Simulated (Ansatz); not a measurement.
Complex (SMILES): O (H2O) with FCl (F-Cl), atoms 1 to 3 the first; geometry from B3LYP-D3(BJ)/def2-TZVP, monomers rigid:
```xyz
5

O     -0.2891    -0.2900    -0.2583
H     -0.6031     0.5726     0.0378
H      0.6165    -0.1532    -0.5610
F      0.0906    -2.5011     3.1950
Cl    -0.0773    -1.6206     1.7858
```

Interaction energy at PBE with Ansatz (a first-principles code), kcal/mol, without and with the counterpoise correction (monomers among the partner's ghost functions). Cartesian d functions, on some or all atoms, in 6-311+G**; all else is spherical. The program fits the integrals of some runs and decomposes those of others, by size. No added dispersion term, no relativity. Reference, counterpoise-corrected: the value in aug-pcseg-3, -7.95.

| basis | functions | uncorrected | counterpoise | counterpoise correction | mean of both |
|---|---|---|---|---|---|
| STO-3G | 21 | -6.62 | -0.62 | 6.00 | -3.62 |
| 6-311+G** | 87 | -8.87 | -8.05 | 0.81 | -8.46 |
| cc-pV(T+d)Z | 127 | -9.98 | -8.56 | 1.42 | -9.27 |
| def2-TZVPP | 132 | -8.93 | -8.22 | 0.71 | -8.58 |
| aug-pcseg-2 | 188 | -7.96 | -7.80 | 0.15 | -7.88 |
| aug-cc-pV(Q+d)Z | 341 | -8.00 | -7.95 | 0.05 | -7.97 |
| aug-pcseg-3 | 357 | -7.97 | -7.95 | 0.02 | -7.96 |
| pcseg-4 | 429 | -7.98 | -7.97 | 0.02 | -7.98 |

The corrected value lies nearer the reference in 6 of 8 rows.
